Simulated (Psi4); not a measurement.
# The standard entropy of CH3ClOZn (SMILES C[O][Zn][Cl]) from a frequency calculation

A singlet with charge 0, relaxed at PBE0-D4/def2-TZVP (density fitting) (Psi4 1.11):

```xyz
7

C     0.3108    1.0330    0.3211
O    -0.3641    0.0493   -0.4167
Zn   -0.1636   -1.6956   -0.2622
Cl   -0.0384   -3.7747   -0.1981
H    -0.0392    2.0147   -0.0147
H     0.1146    0.9641    1.3990
H     1.3982    1.0025    0.1737
```

Harmonic wavenumbers in cm⁻¹: 84, 84, 145, 225, 405, 630, 1139, 1172, 1196, 1480, 1495, 1496, 2990, 3042, 3074.

Masses in u: C 12.011, O 15.999, Zn 65.38, Cl 35.45, H 1.008. Take T = 298.15 K, p = 1 bar, R = 8.3145 J/(mol K), kT/hc = 207.22 cm⁻¹, rigid rotor and harmonic oscillator.

**Question.** Compute the standard molar entropy.

**Answer.** 
1. Translation (Sackur–Tetrode): S = R[3/2 ln M + 5/2 ln T − 1.1517] with M = 131.864 gives 169.7 J/(mol K).
2. Rotation: principal moments 11.809, 322.248, 330.882 u Å² give A, B, C = 1.4275, 0.0523, 0.0509 cm⁻¹; the symmetry number is σ = 1; q = (√π/σ)√((kT/hc)³/ABC) = 85768; S = R(ln q + 3/2) = 106.9.
3. Vibration: with u = ν̃/207.22, each mode gives R[u/(eᵘ − 1) − ln(1 − e⁻ᵘ)]; the sum is 57.6, most from 84 cm⁻¹ (15.9), 84 cm⁻¹ (15.9), 145 cm⁻¹ (11.5).
4. Spin: R ln 1 = 0.0.
5. Sum: 169.7 + 106.9 + 57.6 + 0.0 = 334.2 J/(mol K).

No measured value is set beside it here. Where a soft mode is a torsion, a harmonic oscillator describes it poorly.
